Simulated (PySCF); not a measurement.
Potential energy of CdI⁺ along the bond

Set-up: basis Cd def2-SVP with ECP28, I def2-SVP with ECP28; scalar-relativistic core potentials; PySCF 2.14. Energies in eV from Cd⁺ + I in their ground configurations at the same level. State: ¹Σ⁺ (singlet), closed shell.

Curves on a restricted Hartree–Fock reference rise too fast on stretching and do not dissociate correctly.

All columns are RHF. A positive dipole points towards I; it is taken about the centre of mass and depends on that origin.

| R (Å) | E (eV) | μ (D) | Mulliken charge on Cd (basis-dependent) | HOMO (eV) | LUMO (eV) | Mayer bond order | ⟨S²⟩ |
| --- | --- | --- | --- | --- | --- | --- | --- |
| 2.220 | 0.642 | -7.15 | 0.99 | -15.49 | -6.71 | 1.49 | 0.00 |
| 2.323 | -0.074 | -7.55 | 1.01 | -15.28 | -6.84 | 1.41 | 0.00 |
| 2.426 | -0.467 | -7.92 | 1.03 | -15.09 | -6.98 | 1.35 | 0.00 |
| 2.504 | -0.612 | -8.17 | 1.04 | -14.97 | -7.07 | 1.30 | 0.00 |
| 2.581 | -0.661 | -8.40 | 1.05 | -14.86 | -7.17 | 1.26 | 0.00 |
| 2.658 | -0.640 | -8.59 | 1.06 | -14.77 | -7.26 | 1.23 | 0.00 |
| 2.762 | -0.534 | -8.81 | 1.06 | -14.66 | -7.37 | 1.19 | 0.00 |
| 2.891 | -0.319 | -8.99 | 1.05 | -14.58 | -7.51 | 1.15 | 0.00 |
| 3.046 | 0.001 | -9.09 | 1.02 | -14.52 | -7.66 | 1.12 | 0.00 |
| 3.252 | 0.460 | -9.03 | 0.98 | -14.51 | -7.85 | 1.08 | 0.00 |

A fit through these points gives, at Re = 2.593 Å, μ = -8.43 D and dμ/dR = -2.69 D/Å; the reduced mass is 60.03 u.

**Question.** How strong is the fundamental in the double-harmonic approximation, I = 42.26·(dμ/dR)²/μred km/mol?

**Answer.** I = 42.26·(-2.69)²/60.03 = 5.09 km/mol at RHF.

These are scalar-relativistic numbers at best; spin–orbit coupling would shift them, the dissociation energy most. For an ion De counts to the pair picked by the measured ionisation energies or electron affinities, which need not be the lowest pair at this level. Where the molecule has an RHF reference, its open-shell atoms are computed with UHF. Hartree–Fock leaves out correlation, which carries a large part of most bond energies and some tenths to 1 eV of ionisation energies.
